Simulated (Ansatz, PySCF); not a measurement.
Here is a job for Ansatz (a first-principles code).
Ansatz 0.2 input:
```yaml
crystal:
  periodic: [false, false, false]
  atoms:
    - {symbol: O, position_ang: [-0.69438500, -1.24941139, -0.21223180]}
    - {symbol: S, position_ang: [-0.00917055, -0.00457520, 0.24346489]}
    - {symbol: O, position_ang: [-0.72815248, 1.23702084, -0.16677856]}
    - {symbol: O, position_ang: [1.44087858, 0.02154096, -0.10791941]}
basis:
  gaussian:
    orbitals: def2-SVP
total_charge: -1
magnetization: {spin_polarized: true, initial_magnetization: 1}
correlation: {method: ccsd_t, electrons: outside_noble_gas}
accuracy: high
```

Write the same job for PySCF.

This is not unique; one that fits is 
```python
from pyscf import gto, scf, cc

mol = gto.M(
    atom='''
O    -0.69438500   -1.24941139   -0.21223180
S    -0.00917055   -0.00457520    0.24346489
O    -0.72815248    1.23702084   -0.16677856
O     1.44087858    0.02154096   -0.10791941
''',
    basis='def2-svp',
    charge=-1,
    spin=1,
    verbose=3,
)

mf = scf.UHF(mol)
mf.kernel()

mycc = cc.CCSD(mf, frozen=8)
mycc.kernel()
et = mycc.ccsd_t()
print('E(CCSD(T)) = %.10f' % (mycc.e_tot + et))
```

Both were run: Ansatz gave -622.441091 Eh and PySCF -622.441091 Eh, 0.000 mEh apart.
